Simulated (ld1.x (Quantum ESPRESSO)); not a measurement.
**Ranking TM potentials for tin (Sn)**

All share these settings but for the change named:

| Item | Value |
| --- | --- |
| Element | Sn (Z = 50) |
| Generator | ld1.x (Quantum ESPRESSO) 7.5 |
| Type | norm-conserving Troullier–Martins (Kleinman–Bylander form) |
| Functional | LDA (PZ) |
| Relativity | scalar-relativistic |
| Frozen core | [Kr] 4d10 |
| Valence charge | 4 |
| Reference configuration | 5s1.75 5p2.25 |
| Partial waves | 5p (bound): rc 2.00 bohr; 5s (bound): rc 1.60 bohr |
| Local potential | the s channel |
| Core correction | none |

Cutoff: the first of the cutoffs (Ry, on a coarse ladder) from which the occupation-weighted sum of valence levels, in a spherical-Bessel basis at the reference potential, stays within 10 and 1 mRy of its value at 400 Ry; the density cutoff is not measured.

The base gives 35 Ry.

Of 9 variants that were run, those that failed, showed a ghost or another fault, or gave nearly equal values are left out.

A variant can come out equal or close to the base.

**Question.** Rank these variants from softest to hardest (loose cutoff).
A. reference 5s2 5p2
B. wave 5p (bound): rc 2.00 bohr becomes 5p (bound): rc 2.50 bohr
C. core [Kr], valence charge 14; reference 4d10 5s1.75 5p2.25; waves now 5s (bound): rc 1.85 bohr; 4d (bound): rc 1.40 bohr; 5p (bound): rc 2.20 bohr; local potential the p channel; core correction a·sin(br)/r model core, default radius (core density twice the valence density)

**Answer.** B (35 Ry), A (40 Ry), C (90 Ry).
